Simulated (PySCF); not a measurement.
## Electron correlation in Sc (scandium, neutral)

[Ar] 3d1 4s2, 2D determinant. Calculation: PySCF 2.14, in cc-pVDZ-DK; the spin-free X2C one-electron Hamiltonian (Gaussian nucleus). Frozen: [Ar]; 3 electrons correlated.

MP2 pair energies summed by pair of shells (mhartree):

```tsv
pair	energy	share (%)
4s-4s	-19.75	74.7
3d-4s	-6.71	25.3
```

Total MP2 correlation energy: -26.46 mhartree.

Same-spin part -2.45 and opposite-spin part -24.01 mhartree; SCS-MP2 scales them by 1/3 and 6/5 to -29.63 mhartree.
